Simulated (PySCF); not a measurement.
Atoms are numbered as in `[CH:1]#[C:2][C:3]([CH3:4])([CH3:5])[SiH2:6][CH3:7]` (H(Xn): hydrogen on atom n).

PySCF 2.14.0 with density-fitted response routines calculation with coordinates at the GFN2-xTB level and PBE0/pcSseg-1 with gauge-including orbitals; a single conformation, no relativistic terms, no solvent, equivalent nuclei averaged.

Shifts are taken against calculated references (same method and geometry level): 13C (σ = 186.93 ppm) and 1H (σ = 31.72 ppm) and 29Si (σ = 349.16 ppm) vs TMS.

```
      atoms  nucleus  count  Hirshfeld charge  δ (ppm)
         C3      13C      1             -0.05     17.0
         C7      13C      1             -0.21        ?
        Si6     29Si      1              0.35    -24.8
         C1      13C      1             -0.13     75.3
      C4/C5      13C      2             -0.11        ?
H(C4)/H(C5)       1H      6              0.04     1.33
      H(C1)       1H      1              0.09     1.61
     H(Si6)       1H      2             -0.08     4.12
         C2      13C      1             -0.03     96.3
      H(C7)       1H      3              0.04        ?
```

**Question.** Estimate the values marked ?.

**Answer.** 
- C4/C5: 28.2 ppm, methyl carbon; aliphatic region, no heteroatom directly attached
- C7: -9.1 ppm, methyl carbon bonded to Si; an electropositive neighbour leaves it electron-rich and shielded
- H(C7): 0.32 ppm, hydrogen on a methyl carbon bonded to Si; an electropositive neighbour shields it, as in TMS itself

Shifts are as computed. Against solution values, carbons near 30 ppm lie about +3 ppm off and those near 130 ppm about +5 ppm. Of 1211 compounds with measured shifts, 218 miss one by over three times the rms of a fit or turn the order of signals round; such compounds aren't used in these exercises.
